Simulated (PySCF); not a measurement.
fluoro(silyl)silane (FH₅Si₂), SMILES [SiH2]([SiH3])F. The structure is a stationary point at B3LYP-D3(BJ)/def2-TZVP.

Computed equilibrium geometry at B3LYP-D3(BJ)/def2-TZVP (PySCF confirms it by a frequency run) as bond lengths and angles, and its point group:
point group Cs.
Atoms: Si1 Si2 F3 H4 H5 H6 H7 H8. Bonds (Å): Si1–Si2 2.347, Si1–H4 1.484, Si1–H5 1.482, Si1–H6 1.482, Si2–F3 1.614, Si2–H7 1.482, Si2–H8 1.482. Angles (°): Si2–Si1–H4 108.3, Si2–Si1–H5 110.6, Si2–Si1–H6 110.6, H4–Si1–H5 109.0, H4–Si1–H6 109.0, H5–Si1–H6 109.2, Si1–Si2–F3 109.6, Si1–Si2–H7 111.5, Si1–Si2–H8 111.5, F3–Si2–H7 107.6, F3–Si2–H8 107.6, H7–Si2–H8 108.9.
Charge 0, spin multiplicity 1.
